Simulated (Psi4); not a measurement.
C₂H₆Zn, singlet, at a GFN2-xTB geometry (such geometries of metal compounds can be far from the true shape); Psi4 with M06-2X/STO-3G.

Psi4 was given this input:
```
memory 2 GB

molecule mol {
0 1
  Zn   -0.000000    0.000000   -0.000000
  C     1.581688    0.227143   -1.271717
  H     2.290515   -0.591644   -1.183046
  H     2.128134    1.145460   -1.074739
  H     1.262090    0.261983   -2.309674
  C    -1.581688   -0.227143    1.271717
  H    -2.128134   -1.145460    1.074739
  H    -2.290515    0.591644    1.183046
  H    -1.262090   -0.261983    2.309674
}

set basis sto-3g
set reference rks
set guess sap

energy('m06-2x')
print_variables()
```

Output, abridged:

```
   => Loading Basis Set <=

    Name: STO-3G
    Role: ORBITAL
    Keyword: BASIS

         ---------------------------------------------------------
                                   SCF
               by Justin Turney, Rob Parrish, Andy Simmonett
                          and Daniel G. A. Smith
                              RKS Reference
         ---------------------------------------------------------

  ==> Geometry <==

    Molecular point group: ci
    Full point group: S2

    Geometry (in Angstrom), charge = 0, multiplicity = 1:

       Center              X                  Y                   Z               Mass
    ------------   -----------------  -----------------  -----------------  -----------------
         ZN           0.000000000000     0.000000000000     0.000000000000    63.929142010000
         C            1.581688000000     0.227143000000    -1.271717000000    12.000000000000
         H            2.290515000000    -0.591644000000    -1.183046000000     1.007825032230
         H            2.128134000000     1.145460000000    -1.074739000000     1.007825032230
         H            1.262090000000     0.261983000000    -2.309674000000     1.007825032230
         C           -1.581688000000    -0.227143000000     1.271717000000    12.000000000000
         H           -2.128134000000    -1.145460000000     1.074739000000     1.007825032230
         H           -2.290515000000     0.591644000000     1.183046000000     1.007825032230
         H           -1.262090000000    -0.261983000000     2.309674000000     1.007825032230

  Running in ci symmetry.

  Rotational constants: A =      2.73704  B =      0.12100  C =      0.12100 [cm^-1]
  Rotational constants: A =  82054.34237  B =   3627.47435  C =   3627.47432 [MHz]
  Nuclear repulsion =  158.385998886026243

  Charge       = 0
  Multiplicity = 1
  Electrons    = 48
  Nalpha       = 24
  Nbeta        = 24

  ==> Algorithm <==

  SCF Algorithm Type is DF.
  DIIS enabled.
  MOM disabled.
  Fractional occupation disabled.
  Guess Type is SAP.
  Energy threshold   = 1.00e-06
  Density threshold  = 1.00e-06
  Integral threshold = 1.00e-12

  ==> Primary Basis <==

  Basis Set: STO-3G
    Blend: STO-3G
    Number of shells: 20
    Number of basis functions: 34
    Number of Cartesian functions: 35
    Spherical Harmonics?: true
    Max angular momentum: 2

  ==> DFT Potential <==

   => LibXC <=

    Version 7.1.2
[...]
   @DF-RKS iter   8: -1837.31929986864566    6.38393e-04   2.04830e-03 ADIIS/DIIS
   @DF-RKS iter   9: -1837.32099120325529   -1.69133e-03   5.98264e-04 ADIIS/DIIS
   @DF-RKS iter  10: -1837.32114109346435   -1.49890e-04   4.90309e-05 DIIS
   @DF-RKS iter  11: -1837.32114216547166   -1.07201e-06   2.58253e-06 DIIS
   @DF-RKS iter  12: -1837.32114217002754   -4.55589e-09   2.04446e-07 DIIS
  Energy and wave function converged.

  ==> Post-Iterations <==

   Electrons on quadrature grid:
      Ntotal   =   47.9999916572 ; deviation = -8.343e-06

    Orbital Energies [Eh]
    ---------------------

    Doubly Occupied:

[...]
    Virtual:

[...]
      17Au     0.637183

    Final Occupation by Irrep:
             Ag    Au
    DOCC [    13,   11 ]
    NA   [    13,   11 ]
    NB   [    13,   11 ]

  @DF-RKS Final Energy: -1837.32114217002754

   => Energetics <=

    Nuclear Repulsion Energy =            158.3859988860262433
    One-Electron Energy =               -2877.6984819295366833
    Two-Electron Energy =                 921.8263589425232567
    DFT Exchange-Correlation Energy =     -39.8350180690404727
    Empirical Dispersion Energy =           0.0000000000000000
    VV10 Nonlocal Energy =                  0.0000000000000000
    Total Energy =                      -1837.3211421700275423

Computation Completed

Properties will be evaluated at   0.000000,   0.000000,   0.000000 [a0]

Properties computed using the SCF density matrix

 Multipole Moments:

 ------------------------------------------------------------------------------------
     Multipole            Electronic (a.u.)      Nuclear  (a.u.)        Total (a.u.)
 ------------------------------------------------------------------------------------

 L = 1.  Multiply by 2.5417464519 to convert [e a0] to [Debye]
 Dipole X            :          0.0000000            0.0000000            0.0000000
 Dipole Y            :          0.0000000            0.0000000            0.0000000
 Dipole Z            :          0.0000000           -0.0000000           -0.0000000
 Magnitude           :                                                    0.0000000

 ------------------------------------------------------------------------------------

  Variable Map:
  ----------------------------------------------------------------------------
[...]
  Array Variable Map:
  ----------------------------------------------------------------------------
[...]
[...]
```
